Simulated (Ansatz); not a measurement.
Input:

```yaml
crystal:
  periodic: [false, false, false]
  atoms:
    - { symbol: O, position_ang: [1.9697, -0.0559, 0.6039] }
    - { symbol: C, position_ang: [0.8032, -0.3024, 0.185] }
    - { symbol: C, position_ang: [0.0541, -1.485, 0.7347] }
    - { symbol: S, position_ang: [-0.2294, -1.1988, 2.4993] }
    - { symbol: Ge, position_ang: [-0.0014, 0.7684, -1.2059] }
    - { symbol: O, position_ang: [1.07512, 0.72925, -2.66769] }
    - { symbol: H, position_ang: [-0.8308, -1.667, 0.1982] }
    - { symbol: H, position_ang: [0.7668, -2.3706, 0.6476] }
    - { symbol: H, position_ang: [-1.181, -0.1318, 2.2589] }
    - { symbol: H, position_ang: [-0.11471, 2.22149, -0.71495] }
    - { symbol: H, position_ang: [-1.35464, 0.19911, -1.56462] }
    - { symbol: H, position_ang: [0.62113, 1.28007, -3.31599] }
basis:
  gaussian: { orbitals: def2-SVP }
hamiltonian:
  xc: pbe0
  dispersion: d4
relax:
  f_tol: 0.015
  max_steps: 40
output:
  orbitals: {}
```

Command:

```bash
$ ansatz run input.yaml --threads 2 --pin off --max-ram 3072MiB --backend cpu --events-out ev --progress --plain --runs-dir out
```

Hardware: 2 threads of Arm Neoverse V1, with other jobs on the host.

**Question.** Roughly how long does this run take, and how much memory?

**Answer.** 3.8 min, with a peak of 0.39 GiB, for 40 ionic steps.
